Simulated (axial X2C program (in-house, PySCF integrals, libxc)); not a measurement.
## Low determinants of CsP at the PBE0 level, spin-free

Calculated with an axial X2C code built on PySCF integrals. Spin-free means the one-electron spin-free X2C Hamiltonian. Basis: Cs dyall-cv3z [15s15p9d4f1g], P dyall-v3z [8s7p2d1f] (cores contracted in-house); Gaussian nuclei, density fitting, unrestricted open shells. Masses: Cs 132.905 u, P 30.974 u.

Search at 3.278 Å (vertical energies from the lowest determinant):

```tsv
ΔE (eV)	state	electrons beyond evenly filled partner blocks	electrons in σ, π, δ, φ
0.00	M_S = 1, Λ = 0	π+α, π-α	32 30 8 0
0.32	M_S = 1, Λ = 1	σα, π+α, π+β, π-α	31 31 8 0
0.60	M_S = 0, Λ = 1	σβ, π+α, π+β, π-α	31 31 8 0
0.96	M_S = 0, Λ = 0	π+β, π-α	32 30 8 0
0.96	M_S = 0, Λ = 2	π+α, π+β	32 30 8 0
1.69	M_S = 2, Λ = 0	2 × σα, π+α, π-α	32 30 8 0
2.37	M_S = 0, Λ = 0	2 × σβ, π+α, π-α	32 30 8 0
```

Lowest determinant, M_S = 1, Λ = 0 (beyond evenly filled blocks: π+α, π-α): Re = 3.270 Å, ωe = 167.3 cm⁻¹.

The determinant in row 2 of the search, M_S = 1, Λ = 1 (beyond evenly filled blocks: σα, π+α, π+β, π-α), was followed along the bond at PBE0; measured from the minimum of the lowest determinant it gives:

Te = 0.246 eV (1983 cm⁻¹), Re = 3.031 Å, ωe = 187.3 cm⁻¹.

The determinant in row 3 of the search, M_S = 0, Λ = 1 (beyond evenly filled blocks: σβ, π+α, π+β, π-α), was followed along the bond at PBE0; measured from the minimum of the lowest determinant it gives:

Te = 0.525 eV (4233 cm⁻¹), Re = 3.032 Å, ωe = 184.2 cm⁻¹.

(1) Compare the bond of the determinant in row 2 with that of the lowest one.

The search compares states at one distance, so a state with another bond length can lie lower; it is not exhaustive and yields mostly the lowest determinant of each block pattern, so other components and higher states of one pattern are missing. These are energies of single determinants, not of spin-adapted states; PBE0 term energies can be off by some tenths of an eV, and the functional has no current term. The lowest determinant need not be the ground state where others lie within half an eV. Row 3 is spin-contaminated (⟨S²⟩ = 1.01 against 0.00), so its values are not those of a pure state.

Answers

(1) At PBE0 its Re is 0.239 Å shorter and its force constant, which goes as ωe², is 1.25 times that of the lowest determinant. T0 ≈ Te + Δωe/2 = 1983 + (10) = 1993 cm⁻¹.
